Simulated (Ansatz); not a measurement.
TiAl2⁻. Charge -1, multiplicity 2. Geometry PBE0-D4/def2-TZVP, that of the neutral singlet; atoms count from 1.

```xyz
3

Ti   -0.253    1.226   -0.724
Al    1.032   -0.900   -0.441
Al   -0.779   -0.326    1.165
```

The charge -1 doublet is spin-contaminated (final ⟨S²⟩ up to 1.52, 0.75 for a pure state). The structure comes from a short search, and lower isomers may exist.

(1) Estimate the Mulliken populations from the PBE0/def2-TZVPD orbitals of Ansatz.

(2) Where does the spin sit?

(3) And the Mayer bond orders between heavy atoms (over 0.3)?

Results:

(1) 
```json
{"atom": "Ti1", "charge (e)": "-0.30", "spin (α − β)": "2.32", "d electrons": "2.72"}
{"atom": "Al2", "charge (e)": "-0.35", "spin (α − β)": "-0.66", "d electrons": "–"}
{"atom": "Al3", "charge (e)": "-0.35", "spin (α − β)": "-0.66", "d electrons": "–"}
```
Mulliken values depend strongly on the basis. With diffuse functions, as here, like atoms can get unlike values, and bond orders can come out too low or too high.

(2) Summed by element: Ti 2.32, Al -1.32, of 1 unpaired in all. Largest on single atoms: Ti1 2.32, Al3 -0.66, Al2 -0.66.

(3) Ti1–Al2 1.43 (2.50 Å); Ti1–Al3 1.43 (2.50 Å); Al2–Al3 1.09 (2.49 Å).
